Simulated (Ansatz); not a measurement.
Gas-phase reaction R1 + R2 → P1 + P2, each structure at its B3LYP-D3(BJ)/def2-TZVP stationary point, reached from a drawn start (curvature not checked).
R1: C3H9Al (SMILES [CH3][Al]([CH3])[CH3]), charge 0, multiplicity 1.
P1, C2H6AlF (SMILES [CH3][Al]([CH3])[F]) (charge 0, multiplicity 1):
| atom | x (Å) | y (Å) | z (Å) |
|---|---|---|---|
| C | -1.7197 | -0.3666 | 0.0483 |
| Al | -0.0468 | 0.6166 | -0.1064 |
| C | 1.7563 | -0.1028 | 0.0353 |
| F | -0.1730 | 2.2513 | -0.3934 |
| H | -2.2321 | -0.1090 | 0.9806 |
| H | -1.5706 | -1.4484 | 0.0435 |
| H | -2.4060 | -0.1125 | -0.7637 |
| H | 2.2233 | -0.1635 | -0.9530 |
| H | 2.3965 | 0.5413 | 0.6434 |
| H | 1.7719 | -1.1065 | 0.4656 |
P2, CH4 (SMILES C) (charge 0, multiplicity 1):
```tsv
atom	x (Å)	y (Å)	z (Å)
C	0.0000	0.0000	0.0000
H	0.6289	0.6289	0.6289
H	-0.6289	-0.6289	0.6289
H	0.6289	-0.6289	-0.6289
H	-0.6289	0.6289	-0.6289
```
R2, HF (SMILES F) (charge 0, multiplicity 1):
```xyz
2

F      0.000     0.000     0.462
H      0.000     0.000    -0.462
```

P less R. No zero-point or thermal terms.

Frozen-core correlation throughout.

Run with Ansatz (a quantum-chemistry and plane-wave program). Each number belongs to the level named beside it.

Total energies in hartree:

```tsv
structure	PBE/def2-TZVPP	B3LYP/def2-TZVPP	CCSD(T)/cc-pV(T+d)Z
R1	-361.917610	-362.273350	-361.532228
P1	-421.923517	-422.309375	-421.511369
P2	-40.464286	-40.539117	-40.438100
R2	-100.393473	-100.492723	-100.338298
```

Q: Work out the reaction energy at each level in kJ/mol (1 hartree = 2625.49964 kJ/mol), and say how far PBE/def2-TZVPP lies from CCSD(T)/cc-pV(T+d)Z.

A: 
- PBE/def2-TZVPP: (-421.923517) + (-40.464286) − (-361.917610) − (-100.393473) = -0.076720 hartree = -201.4 kJ/mol
- B3LYP/def2-TZVPP: (-422.309375) + (-40.539117) − (-362.273350) − (-100.492723) = -0.082419 hartree = -216.4 kJ/mol
- CCSD(T)/cc-pV(T+d)Z: (-421.511369) + (-40.438100) − (-361.532228) − (-100.338298) = -0.078943 hartree = -207.3 kJ/mol
PBE/def2-TZVPP less CCSD(T)/cc-pV(T+d)Z: 5.9 kJ/mol. CCSD(T)/cc-pV(T+d)Z is the level counted from, the highest shown, and no exact or measured value.
